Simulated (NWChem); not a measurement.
Species: BH2Cl; SMILES ClB

Results from NWChem. Medium grid unless said otherwise, to which SCAN and Minnesota functionals are sensitive. The geometry was optimised at PBE0-D3(BJ)/def2-TZVP.

Q: Among these, which level gives the lowest value of “highest occupied level (eV)”?
A. PBE/def2-SVP
B. r2SCAN0/def2-SVP
C. LC-wPBE (HJS exchange hole, range parameter 0.4 per bohr)/def2-SVP
D. M05-2X/def2-SVP

A: C, LC-wPBE (HJS exchange hole, range parameter 0.4 per bohr)/def2-SVP. Values: LC-wPBE (HJS exchange hole, range parameter 0.4 per bohr)/def2-SVP -11.37; M05-2X/def2-SVP -9.90; r2SCAN0/def2-SVP -8.75; PBE/def2-SVP -7.10
